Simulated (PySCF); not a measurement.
PySCF input for CF3, SMILES F[C](F)F, multiplicity 2, PBE/pcH-1. Coordinates come from a r2SCAN-D4/def2-TZVP optimisation. The isomer is the one that the SMILES or the coordinates give; other isomers of the formula were not compared.

```python
import numpy as np
from pyscf import gto, scf, dft
from pyscf.prop.hfc import uks as hfc
from pyscf.prop.gtensor import uks as gtensor

mol = gto.M(
    atom='''
    F    -1.08994006   -0.62927719   -0.07313275
    C    -0.00000000   -0.00000000    0.32909739
    F     1.08994006   -0.62927719   -0.07313275
    F     0.00000000    1.25855438   -0.07313275
    ''',
    basis='pcH-1',
    charge=0,
    spin=1,
    max_memory=1600,
    verbose=3,
)
mf = dft.UKS(mol, xc='pbe')
mf.grids.level = 3
mf.conv_tol = 1e-10
mf.max_cycle = 100
mf.kernel()
fine, coarse = mf.grids, dft.Grids(mol).set(level=1).build(with_non0tab=True)
for _ in range(3):  # follow internal instabilities
    mf.grids = coarse
    mo, _, stable, _ = mf.stability(return_status=True, nroots=4)
    mf.grids = fine
    if stable:
        break
    mf.kernel(mf.make_rdm1(mo, mf.mo_occ))
A = hfc.HFC(mf).make_fcdip(mf.make_rdm1())  # Fermi contact and dipolar terms, MHz
print('atom   A(iso)/MHz   principal dipolar parts/MHz')
for i, a in enumerate(A):
    w = np.linalg.eigvalsh((a + a.T) / 2)
    print(f'{mol.atom_symbol(i):2s}{i + 1:3d} {w.mean():12.2f}', (w - w.mean()).round(2))
gt = gtensor.GTensor(mf)
gt.dia_soc2e, gt.para_soc2e, gt.so_eff_charge = None, None, True
gt.max_cycle_cphf = 60
g = gt.kernel()
```

Output:

```

WARN: HOMO -0.163785233542107 >= LUMO -0.163785233542111

converged SCF energy = -337.261865540267  <S^2> = 0.75114153  2S+1 = 2.0011412
<class 'pyscf.dft.uks.UKS'> wavefunction is stable in the internal stability analysis
atom   A(iso)/MHz   principal dipolar parts/MHz
F   1       372.83 [-215.06 -212.43  427.49]
C   2       732.92 [-64.31 -64.31 128.63]
F   3       372.83 [-215.06 -212.43  427.49]
F   4       372.84 [-215.07 -212.42  427.49]
SOC(1e)/OZ [ 0.00230161  0.00230164 -0.00041293]
free electron g 2.00231930436182
g-tensor total [2.0044107  2.00441073 2.00167949]
g-shift (ppt) [ 2.09139606  2.09142638 -0.63981867]
```

Self-consistency was reached.
